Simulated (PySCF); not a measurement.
Vertical excitations of a molecule C4H7F from TDDFT-PBE/def2-SVPD (PySCF), as energy in eV (oscillator strength): 6.62 (0.020), 7.34 (0.017), 7.44 (0.009), 7.44 (0.003), 7.58 (0.001), 8.13 (0.005), 8.18 (0.026), 8.21 (0.036), 8.29 (0.017), 8.58 (0.018). Lowest triplet (TDA): 6.51 eV. Coordinates come from a PBE-D3(BJ)/def2-SVP optimisation. The values are those of a single conformer.

### Question
Identify the compound among the candidates.
A. C=C[C@H](C)F
B. C[C@H]1C[C@@H]1F
C. C=C(F)CC
D. CC1(F)CC1

### Answer
D, CC1(F)CC1
